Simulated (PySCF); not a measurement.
# What each rung costs, and what it gives

Saddle point of SiH2OF2, closed shell (SiH₂OF₂ ([OH][SiH]([F])[F]) → SiF₂ + H₂O; bonds formed: O2–H3; bonds broken: Si1–O2, Si1–H3), PBE0-D4/def2-TZVP structure:

```
atom    x (Å)    y (Å)    z (Å)
 Si1  -0.4173   0.4092  -0.5466
  O2   0.9381  -0.3972   0.3542
  H3   0.8031  -0.6198  -0.8932
  F4  -1.6917  -0.1746   0.2281
  F5  -0.3370   1.9266  -0.0706
  H6   0.7049  -1.1442   0.9281
```

Barriers are electronic and count from the start structure reached by relaxing down the imaginary mode.

Computed with PySCF 2.14 with density fitting (its default auxiliary sets; JK sets also for MP2 and CCSD(T)) (basis: as named in each row); correlated methods freeze the cores. B3LYP uses VWN-RPA correlation. Extrapolation: Hartree–Fock as exp(−7.88 √X), correlation as X^−2.97.

Times are rough, for one single point on 4 threads of a shared host (Arm Neoverse V2).

The estimate by CCSD(T) at an estimated basis limit (MP2 extrapolated from triple and quadruple zeta, plus CCSD(T) − MP2 in triple zeta) is 353.8 kJ/mol.

| method | basis | time (s) | barrier (kJ/mol) | method less estimate |
| --- | --- | --- | --- | --- |
| HF | STO-3G | under 1 | 436.2 | 82.4 |
| B3LYP-D4 | 6-31G | 2 | 263.8 | -90.0 |
| PBE0-D4 | def2-SVP | 2 | 325.2 | -28.6 |
| PBE-D4 | def2-SVP | 3 | 286.7 | -67.1 |
| MP2 | def2-QZVPP | 3 | 359.5 | 5.7 |
| SPW92 | def2-TZVPP | 5 | 287.7 | -66.1 |
| CCSD(T) | def2-SVP | 6 | 353.5 | -0.3 |
| PBE0-D4 | def2-TZVPP | 6 | 335.9 | -17.9 |
| B3LYP-D4 | def2-TZVPP | 6 | 339.4 | -14.4 |
| BHLYP-D4 | def2-TZVPP | 6 | 380.3 | 26.5 |
| PBE-D4 | def2-TZVPP | 7 | 299.3 | -54.5 |
| r2SCAN-D4 | def2-TZVPP | 14 | 333.5 | -20.3 |
| wB97M-V | def2-TZVPP | 78 | 343.8 | -10.0 |
| CCSD(T) | def2-TZVPP | 160 | 357.3 | 3.5 |

All methods are single points on the PBE0-D4 structures.

No T1 diagnostic of these runs exceeds 0.015. The restricted Hartree–Fock reference is unstable towards an unrestricted one at one or more of these structures.

Losses and insertions of silylenes and their heavier kin drive the gas-phase chemistry of silicon and germanium vapour deposition.

Labels in which every atom is bracketed show which atoms are joined, not bond orders.
